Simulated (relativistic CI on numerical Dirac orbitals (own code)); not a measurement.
Charge states of thulium

Method of calculation: Dirac-Coulomb-Breit CI, separate exchange-only KLI orbitals for each configuration, a model potential for QED, valence Slater integrals scaled by 0.9 (own radial code, finite nucleus).

Each species is treated in one configuration, given outside its closed core. Radial values are for the open shell of highest l, unscaled and averaged over j; ζ includes the Breit term. Labels give the leading LS character, summed over repeated terms.

```tsv
Ion	Configuration	Its lowest level	LS weight (%)	ζ (cm⁻¹)	g_J	g√(J(J+1))	Next level	E (cm⁻¹)
Tm	4f13 6s2	2F°_7/2	100	2549	1.142	4.53	2F°_5/2	8859.1
Tm+	4f13 6s	3F°_4	100	2533	1.249	5.59	1F°_3	345.91
Tm2+	4f13	2F°_7/2	100	2513	1.142	4.53	2F°_5/2	8745.1
Tm3+	4f12	3H_6	99	2630	1.164	7.55	3F_4	6031.6
Tm4+	4f11	4I°_15/2	97	2765	1.195	9.54	4I°_13/2	7565.4
Tm5+	4d10 4f11 5s2 5p5	5K_9	98	2756	1.219	11.56	5I_8	2896.4
Tm6+	4d10 4f11 5s2 5p4	6K°_19/2	80	2753	1.241	12.39	J = 17/2 (mixed)	5525
Tm8+	4d10 4f11 5s2 5p2	J = 15/2 (mixed)	32	2756	1.214	9.69	J = 13/2 (mixed)	9319.5
Tm9+	4d10 4f11 5s2 5p	?	?	?	?	?	?	?
Tm10+	4d10 4f11 5s2	4I°_15/2	97	2772	1.195	9.54	4I°_13/2	7607.3
Tm11+	4d10 4f10 5s2	5I_8	93	2942	1.239	10.51	5I_7	7160.5
Tm12+	4d10 4f9 5s2	6H°_15/2	91	3119	1.320	10.54	6H°_13/2	5970.1
Tm13+	4d10 4f9 5s	7H°_8	93	3170	1.365	11.58	7H°_7	5109.6
Tm14+	4d10 4f9	6H°_15/2	91	3222	1.320	10.54	6H°_13/2	6180.2
Tm15+	4d10 4f8	7F_6	93	3407	1.486	9.63	7F_5	4426
Tm16+	4d10 4f7	8S°_7/2	94	3597	1.982	7.87	6P°_7/2	51135
Tm17+	4d10 4f6	7F_0	79	3793		0.00	7F_1	1828.5
Tm18+	4d10 4f5	6H°_5/2	86	3993	0.328	0.97	6H°_7/2	4336.5
Tm19+	4d10 4f4	5I_4	90	4198	0.618	2.77	5I_5	6981
Tm20+	4d10 4f3	4I°_9/2	89	4408	0.746	3.71	4I°_11/2	10609
Tm21+	4d10 4f2	3H_4	90	4623	0.818	3.66	3H_5	14240
Tm22+	4d10 4f	2F°_5/2	100	4843	0.854	2.53	2F°_7/2	17021
Tm23+	4d10	1S_0	100			0.00		
Tm24+	4d9	2D_5/2	100	34840	1.198	3.54	2D_3/2	87283
```

Fill in the row of Tm9+.

Its lowest level 5H_7; LS weight (%) 65; ζ (cm⁻¹) 2762; g_J 1.236; g√(J(J+1)) 9.25; Next level J = 8 (mixed); E (cm⁻¹) 5258.7.

NIST ASD lists another ground level for Tm5+ (5I8).

With one configuration, terms of near-neutral atoms and ions can be 10 to 25 % off, and close levels can change places.

At low charge ζ of a weakly bound d or f electron comes out too small.
